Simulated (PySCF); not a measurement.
Members of the series CXY, Y = fluoro; each row names its spin state. All species are isolated molecules in the gas phase. One relaxed conformer stands for each flexible species; it need not be the lowest. Strings in code marks are SMILES.

The numbers are results of PySCF with PBE0-D3(BJ)/def2-TZVP, not measurements. 

```json
[
 {"species": "X = fluoro, multiplicity 1 (`F[C]F` (lower singlet))", "highest occupied spin orbital (eV)": "–", "dipole moment (D)": "0.69"},
 {"species": "X = chloro, multiplicity 3 (`F[C]Cl` (excited triplet))", "highest occupied spin orbital (eV)": "-6.15", "dipole moment (D)": "[?]"},
 {"species": "X = ethynyl, multiplicity 3 (`C#C[C]F` (triplet; the order of the spin states depends on the level))", "highest occupied spin orbital (eV)": "-6.35", "dipole moment (D)": "1.35"},
 {"species": "X = AlH2, multiplicity 3 (`F[C][AlH2]` (lower triplet))", "highest occupied spin orbital (eV)": "-6.77", "dipole moment (D)": "–"}
]
```

**Question.** Complete the blanks.

**Answer.** 
- X = chloro, multiplicity 3 (`F[C]Cl` (excited triplet)), dipole moment (D): 0.43
